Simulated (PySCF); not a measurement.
**Adding and removing an electron: TeC**

RHF-MP2; Te aug-cc-pVDZ-PP with ECP28, C aug-cc-pVDZ; scalar-relativistic core potentials (PySCF 2.14). Neutral (RHF): singlet (closed shell), Re = 1.906 Å, ωe = 896 cm⁻¹, De = 4.76 eV.

TeC⁻ (ROHF): doublet (π ↑), Re = 1.994 Å, ωe = 711 cm⁻¹. The energies at the minima are -304.99824 hartree for TeC and -305.01226 for TeC⁻.

Work out the adiabatic electron affinity, without and with harmonic zero-point energies (1 hartree = 27.2114 eV, 1 eV = 8065.5 cm⁻¹), and the change of the bond length.

At MP2: 0.01402 hartree = 0.382 eV between the minima; the zero-point term (896.0 − 711.0)/2 cm⁻¹ = +0.011 eV makes it 0.393 eV. Re changes by +8.8 pm against the neutral. The electron enters a π orbital, and the longer bond of the ion fits an antibonding orbital, or a change in how ionic the bond is.

Correlated steps freeze 5 core orbitals. Correlated levels converge slowly with the basis: in double zeta they bind strong bonds too weakly, by up to about 1 eV, and carry superposition errors of some tenths. These are scalar-relativistic numbers at best; spin–orbit coupling would shift them, the dissociation energy most. Where the molecule has an RHF reference, its open-shell atoms are computed with UHF. States were picked by a PBE0 search and need not be the measured ground states.
